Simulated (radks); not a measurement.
The mean radii <r> (bohr) of the occupied orbitals of an atom or ion are listed with their occupations. Method: scalar-relativistic Kohn-Sham, PBE, spin-unpolarised, spherical densities, finite nucleus; Fermi nuclear charge, rms radius of each element as measured or else 0.836 A^(1/3) + 0.57 fm; computed with a radial shooting solver on a logarithmic mesh with Libxc functionals.

orbital  occ.     <r>
1s          2  0.1579
2s          2  0.8639
2p          5  0.8834

Name the element and its charge.

Answer. Z = 10, neon, charge +1: Ne+ in [He] 2s2 2p5. The 1s radius gives Z: for a bare nucleus <r> = (2 gamma + 1)/(2Z) with gamma = sqrt(1 - (Z/c)^2), 0.1497 bohr for Z = 10, and screening makes it slightly larger (0.1579 here). The occupations add up to 9, and the charge is Z minus that.
